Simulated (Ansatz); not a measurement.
## Ansatz (development build ahead of 0.2.0) run

```yaml
crystal:
  periodic: [false, false, false]
  atoms:
    - { symbol: Sc, position_ang: [0.0, 0.0, 0.0] }
    - { symbol: "N", position_ang: [0.0, 0.0, 3.042] }
basis:
  gaussian: { orbitals: def2-SVP }
magnetization:
  spin_polarized: true
hamiltonian:
  xc: pbe0
scf:
  omitted_lower_state_checks: [stability, starts, atomic_configurations, cluster_reference, orbital_swaps, given_window_search, neighbouring_geometries, increment]
output:
  forces: true
```

The input is written out in the form of the current development build from the run's settings.

Output:

```
Converged                       : yes
Total energy                    : -814.81275 hartree
Spin squared of the determinant : 2.299
```

Forces (eV/Å):
| atom | Fx | Fy | Fz |
| --- | --- | --- | --- |
| Sc1 | 0.000 | 0.000 | 1.585 |
| N2 | 0.000 | 0.000 | -1.585 |

Caution: the unrestricted determinant is a mixture of spin states.
